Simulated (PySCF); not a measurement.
# Nuclear quadrupole coupling in `CC(=O)PC(C)C`

C5H11OP.
Geometry (GFN2-xTB, Å), atoms numbered from 1 in this order:
```xyz
18
C5H11OP angstrom
C      2.8140   -0.0153   -0.3784
C      1.4199   -0.4979   -0.6744
O      1.0226   -0.7530   -1.7834
P      0.3699   -0.7920    0.8233
C     -1.2661   -0.0655    0.2658
C     -1.1258    1.3185   -0.3579
C     -1.9630   -1.0439   -0.6745
H      3.1854   -0.4884    0.5292
H      2.7813    1.0617   -0.2145
H      3.4749   -0.2227   -1.2173
H      0.8304    0.3490    1.4896
H     -1.8507    0.0179    1.1934
H     -0.5773    1.2622   -1.2956
H     -2.1125    1.7294   -0.5668
H     -0.6062    2.0027    0.3124
H     -2.9480   -0.6690   -0.9469
H     -1.3774   -1.1712   -1.5823
H     -2.0802   -2.0162   -0.1980
```

Field gradients from the PBE0/pcSseg-1 density (PySCF, non-relativistic), principal values in atomic units, ordered |Vxx| ≤ |Vyy| ≤ |Vzz|:

```json
{"atom": "O3", "Vxx": "0.5214", "Vyy": "1.3810", "Vzz": "-1.9023"}
```

Find the asymmetry η = (Vxx − Vyy)/Vzz and the couplings χ = eQV/h (234.96 MHz × Q in barn × V in au), with Q(17O) = −0.0256 b.

```tsv
atom	environment	nucleus	η	χzz (MHz)	χxx (MHz)	χyy (MHz)
O3	carbonyl oxygen	17O	0.45	11.44	-3.14	-8.31
```

The tensor is traceless: Vxx + Vyy + Vzz = 0.

What is Vzz at O3 in SI units (1 au = 9.71736 × 10²¹ V/m²)?

-1.9023 au = -18.486 × 10²¹ V/m².

Were the hydrogens deuterons (Q(2H) = 0.00286 b), χzz would run from 131 kHz (H11) to 211 kHz (H16 and H14).

One conformer (not necessarily the lowest) at the GFN2-xTB geometry, without solvent, vibrations or thermal averaging. GFN2-xTB bond lengths can be off by several hundredths of an ångström, more for odd bonds, and the gradients follow them. The basis is small and wasn't made for field gradients, so the couplings can be 20 % off.
